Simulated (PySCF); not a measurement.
## Mass spectrum arithmetic for Cd(NH2)2

Species: Cd(NH2)2 (`[NH2][Cd][NH2]`).

All values are calculated from tables of isotopes.

Problem. Molar mass and exact mass?

Solution. For CdH4N2, with standard atomic weights, 1 × 112.414 + 2 × 14.007 + 4 × 1.008 = 144.460 g/mol. From the most abundant isotopes (114Cd, 14N, 1H), 1 × 113.903358 + 2 × 14.003074 + 4 × 1.007825 = 145.9408 u.

Problem. Give the isotope pattern of the molecular ion M+•, merging species of the same nominal mass.

Solution. 
| nominal mass | m/z (centroid) | relative intensity |
| --- | --- | --- |
| 138 | 137.9434 | 4.3 |
| 140 | 139.9411 | 3.1 |
| 142 | 141.9399 | 43.3 |
| 143 | 142.9411 | 44.7 |
| 144 | 143.9397 | 84.1 |
| 145 | 144.9412 | 43.0 |
| 146 | 145.9403 | 100.0 |
| 147 | 146.9378 | 0.8 |
| 148 | 147.9417 | 26.0 |
| 149 | 148.9392 | 0.2 |

Lines under 0.1 % of the tallest are left out. One electron mass, 0.00055 u, is taken off. Abundances used (%; other tables differ somewhat): 106Cd 1.25, 108Cd 0.89, 110Cd 12.49, 111Cd 12.8, 112Cd 24.13, 113Cd 12.22, 114Cd 28.73, 116Cd 7.49; 14N 99.632, 15N 0.368; 1H 99.9885, 2H 0.0115.

Problem. What resolving power m/Δm just matches the spacing of the species with one 15N and with one 2H?

Solution. They lie 0.00924 u apart at mass 146.94, so m/Δm is about 16000.

Problem. Protons, neutrons, electrons, and exact less nominal mass of the monoisotopic species?

Solution. 66 protons, 80 neutrons and 66 electrons; 145.9408 − 146 = -0.0592 u.

Problem. What share of all molecules is the monoisotopic species?

Solution. 0.2873 × 0.99632^2 × 0.999885^4 = 28.51 %.
